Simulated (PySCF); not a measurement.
C3H5O, SMILES CC[C]=O, multiplicity 2. Atoms are numbered in the order given.

```xyz
9

C     -1.7422    -0.0511    -0.2779
C     -0.2773    -0.4472    -0.4542
C      0.7013     0.4787     0.2424
O      1.7914     0.2310     0.6600
H     -2.4034    -0.7237    -0.8582
H     -2.0479    -0.1093     0.7858
H     -1.9165     0.9881    -0.6205
H     -0.0702    -1.4901    -0.1210
H      0.0155    -0.3954    -1.5282
```
Charge 0, spin multiplicity 2.

Coordinates come from a PBE-D3(BJ)/def2-SVP optimisation. The isomer is the one that the SMILES or the coordinates give; other isomers of the formula were not compared. One conformer was computed; it need not be the lowest.

Calculation: PBE/pcH-1 run with PySCF.

Unrestricted Kohn–Sham, ⟨S²⟩ = 0.752. Hyperfine tensors hold the contact and dipolar terms, without spin-orbit corrections.

### Question
Estimate the hyperfine couplings. (An estimate is asked for; the answer gives what the named calculation found.)

### Answer

```tsv
nucleus	A(iso) (MHz)	A(iso) (G)	dipolar principal values (MHz)
13C no. 1	6.9	2.4	-0.9, -0.8, 1.8
13C no. 2	161.7	57.7	-15.1, -13.8, 28.9
13C no. 3	331.1	118.2	-46.5, -45.0, 91.5
17O no. 4	-27.5	-9.8	-105.5, 48.8, 56.7
1H no. 5	-0.9	-0.3	-2.1, -1.3, 3.4
1H no. 6	0.4	0.1	-3.2, -2.2, 5.4
1H no. 7	-0.4	-0.2	-3.7, -2.6, 6.3
1H no. 8	35.9	12.8	-8.8, -2.2, 10.9
1H no. 9	-9.0	-3.2	-8.8, -4.6, 13.4
```

### Question
And the g tensor (effective nuclear charges for spin-orbit coupling, GIAO)? (An estimate is asked for; the answer gives what the named calculation found.)

### Answer
principal values 1.9945, 2.0020, 2.0045; isotropic 2.0003.
